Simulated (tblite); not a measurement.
Species: C5H8N2OSi.
Atom-mapped SMILES: `[NH2:1][C:2](=[O:3])[SiH2:4][n:5]1[cH:6][cH:7][cH:8][cH:9]1` (hydrogens: H10, H11 on N1; H12, H13 on Si4; H14 on C6; H15 on C7; H16 on C8; H17 on C9)

Cartesian coordinates in Å at the GFN2-xTB level; atoms count from 1:
```
atom  x, y, z in Å
N1    -2.280    0.958   -0.502
C2    -2.407   -0.366   -0.264
O3    -3.423   -0.971   -0.546
Si4   -0.949   -1.268    0.607
N5     0.513   -0.361    0.273
C6     0.878    0.178   -0.938
C7     2.118    0.728   -0.836
C8     2.552    0.520    0.497
C9     1.556   -0.149    1.137
H10   -3.037    1.458   -0.945
H11   -1.425    1.450   -0.310
H12   -0.840   -2.630    0.090
H13   -1.129   -1.213    2.058
H14    0.220    0.114   -1.782
H15    2.665    1.225   -1.613
H16    3.487    0.834    0.916
H17    1.494   -0.496    2.149
```

All values are computed: GFN2-xTB (tblite) harmonic vibrations without scaling, gas phase. Errors from tens to a few hundred cm⁻¹ against measured bands are possible. Modes of hydrogen on silicon can be 10 to 20 % off. One conformer, not necessarily the lowest.

Harmonic wavenumbers (cm⁻¹): 26.2, 50.8, 82.0, 150.1, 210.5, 272.3, 326.9, 366.3, 419.3, 496.2, 536.5, 572.1, 576.3, 590.8, 633.8, 646.0, 725.7, 752.9, 776.1, 785.6, 825.5, 837.4, 841.4, 923.3, 1033.7, 1074.6, 1082.2, 1098.6, 1194.3, 1245.8, 1269.5, 1317.6, 1403.3, 1451.2, 1472.4, 1569.2, 1708.2, 2276.9, 2295.3, 3146.0, 3157.2, 3164.6, 3174.4, 3424.9, 3519.4.

A = 3391, B = 844.0, C = 737.0 MHz; mass 140.041 u (most abundant isotopes); point group C1, symmetry number 1.

Task: What is the zero-point energy?

Result: Half the sum of the wavenumbers: 26752 cm⁻¹ = 76.49 kcal/mol.

Task: What is S at 298.15 K and 1 bar for an ideal gas of classical rigid rotors and harmonic oscillators?

Result: Translation 40.75, rotation 29.41, vibration 29.87: S = 100.0 cal/(mol K).

Task: And Cp and H(298.15 K) − H(0)?

Result: Cp = 38.89 cal/(mol K), of which vibrations give 30.94 (their classical limit is 45 R = 89.4); H(298.15 K) − H(0) = 6.88 kcal/mol without the zero-point energy, 4.51 from vibrations.

Task: Blend soft modes into free rotors: weight 1/[1 + (100 cm⁻¹/ν̃)⁴] for the oscillator and the rest for a rotor with moment μB/(μ + B), μ = h/(8π²ν), B = 10⁻⁴⁴ kg m². What vibrational entropy results?

Result: 26.23 cal/(mol K) in place of 29.87, which changes −T·S at 298.15 K by +1.09 kcal/mol.

Task: How do the functions run with temperature in this model?

Result: 
```
T (K)  S (cal/(mol K))  Cp (cal/(mol K))  H − H(0) (kcal/mol)  G − H(0) (kcal/mol)  ln q(vib)
  150             79.6              22.6                 2.32                -9.61       3.68
  250             93.6              33.7                 5.13               -18.28       6.20
  400            112.9              48.5                11.35               -33.80      10.03
  600            135.3              62.0                22.51               -58.67      15.10
  900            162.9              73.8                43.05              -103.56      22.18
```

q(vib) and H(0) count from the zero-point level.

Task: Which modes carry the vibrational entropy at 298.15 K?

Result: 26.2 cm⁻¹: 6.10; 50.8 cm⁻¹: 4.79; 82.0 cm⁻¹: 3.84; 150.1 cm⁻¹: 2.67; 210.5 cm⁻¹: 2.04; 272.3 cm⁻¹: 1.58 cal/(mol K); the other 39 give 8.85 together.

Task: What must be added to the electronic energy to get the Gibbs energy at 298.15 K and 1 bar?

Result: ZPE + [H(298.15 K) − H(0)] − T·S = 76.49 + 6.88 − 29.82 = 53.55 kcal/mol.

Hindered rotation and anharmonicity are outside this model. Other conformers, if any are populated, would add a mixing term that is left out. The structure is chiral; the term R ln 2 for an equal mix with its mirror image is left out.
